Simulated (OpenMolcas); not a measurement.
Nb4+ with 4 ligands (iodide) in tetrahedral coordination (Td) at 2.68 Å. Ligand basis ANO-RCC-VDZP.
```
Nb    0.0000    0.0000    0.0000
I     1.5473    1.5473    1.5473
I     1.5473   -1.5473   -1.5473
I    -1.5473    1.5473   -1.5473
I    -1.5473   -1.5473    1.5473
```

```
Program             : OpenMolcas 26.06
Method              : CASSCF
Basis               : ANO-RCC-VDZP [6s5p3d1f]
Scalar Hamiltonian  : DKH2, point nucleus
Active space        : 1 electron in 5 orbitals (4d)
State averaging     : 2S+1 = 2 even, 5 roots
Spin-orbit coupling : RASSI with atomic mean-field integrals over the reference wave functions
```

Q: What is the spin-free ground state (labels of Td)?

A: 2E, 2-fold in its orbital part; it has the highest spin that d1 allows.

Q: Where is the first state of the same spin?

A: 2T2 at 7590 cm-1 above the ground state.

Q: What are the lowest two levels with spin-orbit coupling?

A: A 4-fold level Γ8, then a 2-fold level 7028 cm-1 above it. Their leading multiplicities are 2 (100 %) and 2 (100 %).

Q: What is χT at 300 K, and how does it compare with the textbook value?

A: The lowest level has 2S+1 = 2, for which the spin-only value is χT = S(S+1) / 2 = 0.375 cm3 K/mol (g = 2). The computed 0.348 at 300 K differs by -0.027, through orbital momentum, spin-orbit coupling and any other state in reach.

Q: Which ligand-field parameters describe the states?

A: The gap between the two states is 10Dq = -7593 cm-1 (negative for this site). 

An orbital doublet at a regular site is open to a Jahn-Teller distortion, which this geometry leaves out. The least metal-like active orbital is 70 % on the metal (Löwdin) and no ligand orbital is active, so the numbers are rough. With metal d orbitals alone the field can be off either way by tens of per cent. Ligand-to-metal charge-transfer states are missing. No measured value stands beside these numbers; the geometry is a model, was not optimised and need not be the one that this ion takes.
